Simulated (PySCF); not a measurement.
F₃GeHS.

```xyz
6

F     -0.8823    -1.1394    -1.1357
Ge    -0.2460     0.0427    -0.0579
F     -0.4725     1.5395    -0.8778
F     -1.2638     0.0635     1.3262
S      1.8241    -0.3303     0.5484
H      2.2550    -0.2539    -0.7347
```

Coordinates come from a B3LYP-D3(BJ)/def2-SVP optimisation. The structure was generated by enumeration, and PubChem lists no compound with its InChIKey, so it may never have been made. The values are those of a single conformer.

All values below come from PBE0/pcSseg-1 (PySCF). Non-relativistic, no solvent.

Computed absolute GIAO shielding of each atom: isotropic value and principal components (ppm):
```tsv
atom	σ(iso)	σ11	σ22	σ33	span
F1	288.5	226.6	238.3	400.5	174.0
Ge2	1341.4	1236.1	1316.4	1471.7	235.7
F3	288.6	226.7	238.4	400.6	173.9
F4	304.4	242.4	264.3	406.4	164.0
S5	683.7	566.0	666.5	818.6	252.5
H6	29.7	21.6	26.3	41.2	19.6
```
